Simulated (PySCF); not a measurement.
# Co: excitation energy

Co [Ar] 3d7 4s2 (4F) → Co [Ar] 3d7 4s1 4p1 (high-spin determinant), as a difference of total energies. Calculation: PySCF 2.14, in x2c-TZVPPall with one added diffuse shell each of s, p, d, f type (7s6p5d3f1g, 80 functions); the spin-free X2C one-electron Hamiltonian (Gaussian nucleus). Correlated levels: valence: [Ar] frozen. The calculations carry no spin-orbit coupling.

```json
{"method": "UHF", "excitation energy (eV)": "1.797"}
{"method": "MP2 (valence)", "excitation energy (eV)": "2.745"}
{"method": "SCS-MP2 (valence)", "excitation energy (eV)": "2.989"}
{"method": "CCSD (valence)", "excitation energy (eV)": "2.845"}
{"method": "CCSD(T) (valence)", "excitation energy (eV)": "2.925"}
```

**Question.** How much does correlation contribute at CCSD(T) (valence)?

**Answer.** 2.925 − (1.797) = 1.128 eV, measured against UHF.

The determinant of the upper state mixes LS terms, which raises its energy above the lowest term, most at the Hartree-Fock and MP2 levels.
